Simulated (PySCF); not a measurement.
PySCF job for ClHOSi, SMILES O[Si]Cl (connectivity only; charge and spin as stated), neutral, multiplicity 1, IEF-PCM-PBE0/def2-SVP. The structure is a stationary point at B3LYP-D3(BJ)/def2-TZVP. The values are those of a single conformer.

```python
import numpy as np
from pyscf import gto, scf, dft
from pyscf.solvent import pcm

mol = gto.M(
    atom='''
    Si    0.67626880    0.58435958    0.00000000
    Cl   -0.19087326   -1.32735897    0.00000000
    O    -0.70529222    1.49198498    0.00000000
    H    -0.58058015    2.44818853    0.00000000
    ''',
    basis='def2-SVP',
    charge=0,
    spin=0,
    max_memory=1600,
    verbose=3,
)
mf = dft.RKS(mol, xc='pbe0').density_fit(auxbasis='def2-universal-jkfit')
mf.grids.level = 3
mf.conv_tol = 1e-9
mf.max_cycle = 100
mf.kernel()
res = {}
for name, eps in {'water': 78.355, 'tetrahydrofuran': 7.4257, 'ethanol': 24.852}.items():
    s = mf.PCM()
    s.with_solvent.method, s.with_solvent.eps, s.with_solvent.lebedev_order = 'IEF-PCM', eps, 29
    s.kernel(mf.make_rdm1())
    res[name] = (s.e_tot, eps, s.dip_moment(), s.mo_energy, s.converged)
    print(f'{name}: electrostatic solvation free energy {(s.e_tot - mf.e_tot) * 627.509474:.3f} kcal/mol')
```

It prints:

```
converged SCF energy = -824.926665564635

WARN: PCM is an experimental feature. It is still in testing.
Features and APIs may be changed in the future.

converged SCF energy = -824.935010130038
Dipole moment(X, Y, Z, Debye):  0.73642,  3.39489,  0.00000
water: electrostatic solvation free energy -5.236 kcal/mol

WARN: PCM is an experimental feature. It is still in testing.
Features and APIs may be changed in the future.

converged SCF energy = -824.933372200955
Dipole moment(X, Y, Z, Debye):  0.69956,  3.24396, -0.00000
tetrahydrofuran: electrostatic solvation free energy -4.208 kcal/mol

WARN: PCM is an experimental feature. It is still in testing.
Features and APIs may be changed in the future.

converged SCF energy = -824.934614972536
Dipole moment(X, Y, Z, Debye):  0.72735,  3.35857, -0.00000
ethanol: electrostatic solvation free energy -4.988 kcal/mol
```

The calculation finished and met its thresholds.
